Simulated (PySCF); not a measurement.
Bonds: Si1-C2, Si1-C9, Si1-F16, Si1-F17, C2-C3, C9-C10. C2 carries H4, H5; C3 carries H6, H7, H8; C9 carries H11, H12; C10 carries H13, H14, H15.

Geometry: PBE0-D3(BJ)/def2-SVP; GIAO shifts from PySCF, gas phase, non-relativistic, averaged over equivalent atoms.

At PBE0/pcSseg-1 (176 basis functions, 46 s wall time on 1 thread of an Intel Xeon, shared host):
| atoms | δ (ppm) |
| --- | --- |
| Si1 | 14.7 |
| C2/C9 | 8.4 |
| C3/C10 | 6.2 |
| H6/H7/H8/H13/H14/H15 | 1.12 |
| H4/H5/H11/H12 | 0.42 |
| F16/F17 | -161.6 |

Scale: TMS for $^{29}$Si (σref 351.99), $^{13}$C (σref 184.41), $^{1}$H (σref 31.27); $^{19}$F (σref 177.25) vs CFCl3 (reference shieldings calculated alike).

Question: Estimate the result of repeating the calculation with KT2/pcSseg-1.

Answer: 
```csv
atoms,δ at KT2/pcSseg-1,change
Si1,15.7,+1.0
C2/C9,10.2,+1.8
C3/C10,6.9,+0.7
H6/H7/H8/H13/H14/H15,1.12,+0.00
H4/H5/H11/H12,0.49,+0.07
F16/F17,-185.2,-23.6
```

References, each an isolated molecule treated in the same way: $^{29}$Si (σ = 361.05 ppm), $^{13}$C (σ = 183.22 ppm), $^{1}$H (σ = 31.18 ppm) against TMS; $^{19}$F (σ = 138.57 ppm) vs CFCl3.

The largest change is at F16/F17 (fluorine bonded to Si). Cost: 176 basis functions, 50 s wall time on 1 thread of an Intel Xeon, shared host.

Unscaled 19F shifts against computed CFCl3 carry errors that often reach 10 to 50 ppm.
